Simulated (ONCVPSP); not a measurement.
## Building the ONCV potential for Ca (PBE, scalar-relativistic).

Input for ONCVPSP 4.0.1:

```
# ATOM AND REFERENCE CONFIGURATION
# atsym  z   nc   nv     iexc    psfile
  Ca 20.00    3    3        4      upf
#
#   n    l    f
    1    0    2.00
    2    0    2.00
    2    1    6.00
    3    0    2.00
    3    1    6.00
    4    0    2.00
#
# PSEUDOPOTENTIAL AND OPTIMIZATION
# lmax
    2
#
#   l,   rc,      ep,       ncon, nbas, qcut
    0    2.05    0.00    4    9    7.70
    1    1.45    0.00    4    8   10.30
    2    1.85    0.12    5   10    5.10
#
# LOCAL POTENTIAL
# lloc, lpopt,  rc(5),   dvloc0
    4    5    1.05    0.00
#
# VANDERBILT-KLEINMAN-BYLANDER PROJECTORs
# l, nproj, debl
    0    2    3.00
    1    3    1.70
    2    2    0.60
#
# MODEL CORE CHARGE
# icmod, fcfact, rcfact
    3    4.50    1.00
#
# LOG DERIVATIVE ANALYSIS
# epsh1, epsh2, depsh
   -3.00    5.00    0.02
#
# OUTPUT GRID
# rlmax, drl
    6.00    0.01
#
# TEST CONFIGURATIONS
# ncnf
    4
# nvcnf
#   n    l    f
    3
    3    0    2.00
    3    1    6.00
    4    0    1.00
#
    3
    3    0    2.00
    3    1    6.00
    4    0    0.00
#
    3
    3    0    2.00
    3    1    6.00
    4    0    1.50
#
    4
    3    0    2.00
    3    1    6.00
    4    0    0.00
    3    2    1.00
#
```

Command:

```bash
oncvpsp.x < Ca.dat > Ca.out
```

The program printed (shortened: citation, most of the input echo, consistency checks and plot data are left out):

```
ONCVPSP  (Optimized Norm-Conservinng Vanderbilt PSeudopotential)
scalar-relativistic version 4.0.1

#   n    l    f        energy (Ha)
    1    0    2.00    -1.4513812E+02
    2    0    2.00    -1.5227844E+01
    2    1    6.00    -1.2301412E+01
    3    0    2.00    -1.7305906E+00
    3    1    6.00    -1.0292782E+00
    4    0    2.00    -1.3841232E-01

Reference configufation results
  iterations    22
  all-electron total energy (Ha)   -6.80325146D+02

Begin loop to  construct optimized pseudo wave functions
and semi-local pseudopoentials for all angular momenta

Calculating optimized projector #   1

 for l=   0

    Fraction of norm inside rc  0.962937
    Optimizing pswf for qcut=   7.70 a_B^-1,  ecut=  29.61 Ha
    Residual kinetic energy error=  2.16D-09 Ha

    Energy error per electron        Cutoff
         Ha          eV             Ha
         0.01000     0.27211        8.84
         0.00100     0.02721       14.49
         0.00010     0.00272       18.36
         0.00001     0.00027       21.58

Calculating optimized projector #   2

 for l=   0

    Fraction of norm inside rc  0.056799
    Optimizing pswf for qcut=   7.70 a_B^-1,  ecut=  29.61 Ha
    Residual kinetic energy error=  5.95D-09 Ha

    Energy error per electron        Cutoff
         Ha          eV             Ha
         0.01000     0.27211        3.15
         0.00100     0.02721       11.99
         0.00010     0.00272       17.57
         0.00001     0.00027       21.76

   Wellstate for l =  1  n =  4
     eigenvalue =   0.6707
     asymptotic potential =   1.1707
     half-point radius =  2.8017

   Wellstate for l =  1  n =  5
     eigenvalue =   2.3707
     asymptotic potential =   2.8707
     half-point radius =  3.0546

Calculating optimized projector #   1

 for l=   1

    Fraction of norm inside rc  0.689107
    Optimizing pswf for qcut=  10.31 a_B^-1,  ecut=  53.17 Ha
    Residual kinetic energy error=  1.50D-08 Ha

    Energy error per electron        Cutoff
         Ha          eV             Ha
         0.01000     0.27211       10.48
         0.00100     0.02721       22.67
         0.00010     0.00272       33.20
         0.00001     0.00027       40.17

Calculating optimized projector #   2

 for l=   1

    Fraction of norm inside rc  0.127065
    Optimizing pswf for qcut=  10.31 a_B^-1,  ecut=  53.17 Ha
    Residual kinetic energy error=  2.03D-08 Ha

    Energy error per electron        Cutoff
         Ha          eV             Ha
         0.01000     0.27211       10.01
         0.00100     0.02721       15.11
         0.00010     0.00272       32.48
         0.00001     0.00027       40.72

Calculating optimized projector #   3

 for l=   1

    Fraction of norm inside rc  0.080268
    Optimizing pswf for qcut=  10.31 a_B^-1,  ecut=  53.17 Ha
    Residual kinetic energy error=  1.11D-07 Ha

    Energy error per electron        Cutoff
         Ha          eV             Ha
         0.01000     0.27211       10.99
         0.00100     0.02721       20.70
         0.00010     0.00272       34.18
         0.00001     0.00027       41.67

WARNING wellstate: localized bound state found for n= 3 l= 2
WARNING this state with energy -0.07153622
WARNING will be used for the first projector

   Wellstate for l =  2  n =  4
     eigenvalue =   0.5285
     asymptotic potential =   1.0285
     half-point radius =  4.5606

Calculating optimized projector #   1

 for l=   2

    Fraction of norm inside rc  0.462751
    Optimizing pswf for qcut=   5.09 a_B^-1,  ecut=  12.97 Ha
    Residual kinetic energy error=  2.03D-02 Ha

    Energy error per electron        Cutoff
         Ha          eV             Ha
         0.01000     0.27211       15.78
         0.00100     0.02721       94.33
         0.00010     0.00272      110.80
         0.00001     0.00027      120.43

Calculating optimized projector #   2

 for l=   2

    Fraction of norm inside rc  0.195682
    Optimizing pswf for qcut=   5.09 a_B^-1,  ecut=  12.97 Ha
    Residual kinetic energy error=  2.36D-02 Ha

    Energy error per electron        Cutoff
         Ha          eV             Ha
         0.01000     0.27211       14.62
         0.00100     0.02721       30.12
         0.00010     0.00272      116.82
         0.00001     0.00027      138.60

Construct Vanderbilt / Kleinmman-Bylander projectors

B matrix Hermiticity error, ll=   0
   1   2    7.3714E-05

  Orthonormal projector coefficients  8.7105E+00  1.3295E+00

B matrix Hermiticity error, ll=   1
   1   2    1.5684E-04
   1   3   -2.7110E-04
   2   3    8.5904E-05

  Orthonormal projector coefficients  6.2501E+00  1.1342E+00  6.9965E-02

B matrix Hermiticity error, ll=   2
   1   2    2.9225E-05

  Orthonormal projector coefficients -1.6957E+01 -3.2832E+00

Model core correction analysis
  based on d2Exc/dn_idn_j

d2excae - all-electron derivatives

   -4.043972D-02   -3.647716D-02   -2.250358D-03
   -3.647762D-02   -3.441336D-02   -2.892938D-03
   -2.249775D-03   -2.892103D-03   -2.950312D-02

d2excps - pseudofunction derivatives with no core correction

   -4.525170D-02   -3.763492D-02   -2.698115D-03
   -3.763552D-02   -3.621009D-02   -2.977682D-03
   -2.697985D-03   -2.976866D-03   -2.953517D-02

rms 2nd derivative error    1.809891E-03

rmatch, rhocmatch    0.6219    9.4201

Teter function model core charge with specified parameters

d2excps - pseudofunction derivatives with core correction

   -4.105549D-02   -3.722024D-02   -2.386555D-03
   -3.722048D-02   -3.621996D-02   -2.942847D-03
   -2.385998D-03   -2.942032D-03   -2.951212D-02

rms 2nd derivative error    7.294706E-04

Pseudoatom total energy  -36.887170

Diagnostic tests using Vanderbilt-Kleinman-Bylander pseudopotentials
  1 or more projectors used as specified by nproj input data

   l    rcore       rmatch      e in        delta e   norm test  slope test

   0   2.0574038   2.1198710  -1.7305906   0.0000009   1.0000878   1.0000793
   0   2.0574038   2.1198710  -0.1384123   0.0000009   1.0000154   1.0000123

   1   1.4542419   1.4983958  -1.0292782  -0.0000071   1.0000781   1.0000984
   1   1.4542419   1.4983958   0.6707218   0.0000044   1.0002101   1.0002101
   1   1.4542419   1.4983958   2.3707218   0.0000492   1.0002712   1.0002712

   2   1.8584627   1.9148897  -0.0715362   0.0000009   1.0000305   1.0000268
   2   1.8584627   1.9148897   0.5284638  -0.0000004   1.0001097   1.0001097

 Testing for bound ghosts
   n   l    E NL Schr. Eq   E Basis Diag.   E Cutoff

   1   0       -1.730590       -1.730589     82.88
   2   0       -0.138411       -0.097105     82.88

   2   1       -1.029285       -1.028538    186.74

   3   2       -0.071535       -0.057339    160.26

 Testing for highly-localized positive-energy ghosts
       l    <radius>/rc     E Basis Diag.   E Cutoff

Test configuration 0

   n   l     f        eae           eps        diff
   1   0  2.0000 -145.13811875
   2   0  2.0000  -15.22784431
   2   1  6.0000  -12.30141192
   3   0  2.0000   -1.73059058   -1.73058970    8.79D-07
   3   1  6.0000   -1.02927816   -1.02928521   -7.05D-06
   4   0  2.0000   -0.13841232   -0.13841140    9.25D-07

    Total energies and differences
      AE_ref= -6.80325146D+02  AE_tst= -6.80325146D+02  dif=  0.00D+00
      PS_ref= -3.68871701D+01  PS_tst= -3.68871701D+01  dif=  1.42D-14
      PSP excitation error= -1.42D-14

Test configuration 1

   n   l     f        eae           eps        diff
   1   0  2.0000 -145.39686498
   2   0  2.0000  -15.48531520
   2   1  6.0000  -12.55898915
   3   0  2.0000   -1.98421177   -1.98451970   -3.08D-04
   3   1  6.0000   -1.28188040   -1.28192647   -4.61D-05
   4   0  1.0000   -0.32947790   -0.32949419   -1.63D-05

    Total energies and differences
      AE_ref= -6.80325146D+02  AE_tst= -6.80093280D+02  dif=  2.32D-01
      PS_ref= -3.68871701D+01  PS_tst= -3.66552906D+01  dif=  2.32D-01
      PSP excitation error= -1.41D-05

Test configuration 2

   n   l     f        eae           eps        diff
   1   0  2.0000 -145.70978685
   2   0  2.0000  -15.79588576
   2   1  6.0000  -12.86974301
   3   0  2.0000   -2.28713139   -2.28807082   -9.39D-04
   3   1  6.0000   -1.58241450   -1.58258788   -1.73D-04

    Total energies and differences
      AE_ref= -6.80325146D+02  AE_tst= -6.79658898D+02  dif=  6.66D-01
      PS_ref= -3.68871701D+01  PS_tst= -3.62208469D+01  dif=  6.66D-01
      PSP excitation error= -7.54D-05

Test configuration 3

   n   l     f        eae           eps        diff
   1   0  2.0000 -145.26014070
   2   0  2.0000  -15.34936908
   2   1  6.0000  -12.42297836
   3   0  2.0000   -1.85062663   -1.85074464   -1.18D-04
   3   1  6.0000   -1.14892667   -1.14894653   -1.99D-05
   4   0  1.5000   -0.23084974   -0.23085332   -3.58D-06

    Total energies and differences
      AE_ref= -6.80325146D+02  AE_tst= -6.80233136D+02  dif=  9.20D-02
      PS_ref= -3.68871701D+01  PS_tst= -3.67951566D+01  dif=  9.20D-02
      PSP excitation error= -4.12D-06

Test configuration 4

   n   l     f        eae           eps        diff
   1   0  2.0000 -145.26085941
   2   0  2.0000  -15.32403917
   2   1  6.0000  -12.40005933
   3   0  2.0000   -1.84023159   -1.84352831   -3.30D-03
   3   1  6.0000   -1.14580705   -1.14747236   -1.67D-03
   3   2  1.0000   -0.20898467   -0.20956044   -5.76D-04

    Total energies and differences
      AE_ref= -6.80325146D+02  AE_tst= -6.80042597D+02  dif=  2.83D-01
      PS_ref= -3.68871701D+01  PS_tst= -3.66051833D+01  dif=  2.82D-01
      PSP excitation error=  5.62D-04
```

The run took about 5.4 s on one core of a shared server CPU.
